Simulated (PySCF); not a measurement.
C₄H₂BrCl, SMILES C(=C(/C#C)Br)/Cl.

Geometry: ωB97X-D3(BJ)/def2-SVP. The structure was generated by enumeration; whether it is a known compound was not checked.

Calculation: PBE/def2-TZVP (PySCF).

Symmetry labels are those of the subgroup Cs that the program uses (full group Cs).

Computed valence orbital energies around the gap with their symmetry:
| orbital | symmetry | energy (eV) |
|---|---|---|
| HOMO−7 | A' | -10.27 |
| HOMO−6 | A" | -10.04 |
| HOMO−5 | A" | -8.52 |
| HOMO−4 | A' | -7.91 |
| HOMO−3 | A' | -7.67 |
| HOMO−2 | A" | -7.42 |
| HOMO−1 | A' | -7.07 |
| HOMO | A" | -6.05 |
| LUMO | A" | -2.45 |
| LUMO+1 | A' | -1.90 |
| LUMO+2 | A' | -0.43 |
| LUMO+3 | A' | 0.60 |
